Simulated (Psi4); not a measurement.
Complex: C2H2 (SMILES C#C) (first 4 atoms) with H4OSi (SMILES O[SiH3]); geometry from B3LYP-D3(BJ)/def2-TZVP.
(charge 0, multiplicity 1):
| atom | x (Å) | y (Å) | z (Å) |
|---|---|---|---|
| C | -0.1462 | -0.0704 | 0.1070 |
| C | -1.2130 | -0.4562 | 0.4912 |
| H | 0.7993 | 0.2748 | -0.2365 |
| H | -2.1626 | -0.7955 | 0.8292 |
| O | 0.6049 | -0.9475 | 3.1967 |
| Si | 0.4191 | 0.4317 | 4.0806 |
| H | 0.2757 | -0.9300 | 2.2897 |
| H | 1.1296 | 1.5825 | 3.4668 |
| H | 0.9921 | 0.1508 | 5.4127 |
| H | -1.0104 | 0.8086 | 4.2240 |

Level of theory: SAPT0/jun-cc-pV(D+d)Z run with Psi4.

Task: Which attractive term is largest, and how does the interaction split up?

Result: electrostatics -22.2, exchange 25.2, induction -7.0, dispersion -8.4, total -12.3 kJ/mol; the largest attraction is electrostatics.
